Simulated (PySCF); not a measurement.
**Energy of Re (rhenium, neutral) between two integer charges**

The 6s beta orbital of [Xe] 4f14 5d5 6s2 is emptied in steps (occupation f), with all orbitals relaxed, ending at [Xe] 4f14 5d5 6s1. All numbers are calculated (PySCF 2.14, a scalar-relativistic core potential, in def2-SVP with the def2 core potential (60 electrons) (6s3p2d1f, 32 functions)). The exact energy is a straight line in f; departures are measured from the line between the end points of the same method.

Question: Among UHF, LDA, PBE, which shows the largest delocalisation error (convex curve), and which is closest to linear?

Answer: Most convex: LDA (-0.720 eV at f = 0.4); closest to linear: UHF (0.033 eV).

```
  f  UHF (eV)  LDA (eV)  PBE (eV)
  1     0.000     0.000     0.000
0.8     0.024    -0.478    -0.457
0.6     0.035    -0.719    -0.688
0.4     0.033    -0.720    -0.690
0.2     0.022    -0.480    -0.457
  0     0.000     0.000     0.000
```

```json
{"method": "UHF", "E(f=0) − E(f=1) (eV)": "5.915", "−ε at f=1 (eV)": "6.070", "−ε at f=0.4 (eV)": "5.882"}
{"method": "LDA", "E(f=0) − E(f=1) (eV)": "8.056", "−ε at f=1 (eV)": "5.081", "−ε at f=0.4 (eV)": "8.651"}
{"method": "PBE", "E(f=0) − E(f=1) (eV)": "7.558", "−ε at f=1 (eV)": "4.716", "−ε at f=0.4 (eV)": "8.130"}
```

Reference removal energy between the ground levels: 7.834 eV (measured; NIST Atomic Spectra Database, ionization energies). UHF lacks correlation.
